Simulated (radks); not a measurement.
Polarisability of the chromium ion Cr6+, [Ar], at imaginary frequency. Method: non-relativistic Kohn-Sham, exchange-only LDA, spin-unpolarised, spherical densities, point nucleus; computed with a radial shooting solver on a logarithmic mesh with Libxc functionals. Response by self-consistent Sternheimer equations with the Hartree and adiabatic exchange-only LDA kernel.

| w (hartree) | alpha1(iw) (bohr^3) | alpha2(iw) (bohr^5) |
|---|---|---|
| 0.00266 | 0.8237 | 0.7366 |
| 0.0143 | 0.8237 | 0.7366 |
| 0.0360 | 0.8235 | 0.7365 |
| 0.0697 | 0.8230 | 0.7363 |
| 0.118 | 0.8216 | 0.7359 |
| 0.186 | 0.8186 | 0.7348 |
| 0.280 | 0.8121 | 0.7325 |
| 0.413 | 0.7990 | 0.7277 |
| 0.605 | 0.7726 | 0.7179 |
| 0.892 | 0.7208 | 0.6973 |
| 1.35 | 0.6241 | 0.6541 |
| 2.12 | 0.4668 | 0.5654 |
| 3.59 | 0.2725 | 0.4049 |
| 6.94 | 0.1123 | 0.1935 |
| 17.5 | 0.02809 | 0.04246 |

Static values: alpha1 = 0.8237 bohr^3 (0.1221 angstrom^3; uncoupled 1.326), alpha2 = 0.7366 bohr^5, alpha3 = 1.407 bohr^7. C6 = 1.275, C8 = 7.050, triple-dipole C9 = 0.7637 atomic units. One-pole (London) frequency 4 C6 / (3 alpha1^2) = 2.506 hartree, against 5.379 for minus the highest occupied eigenvalue. The dipole shielding factor is 0.750, as the force sum rule N/Z = 0.750 demands.
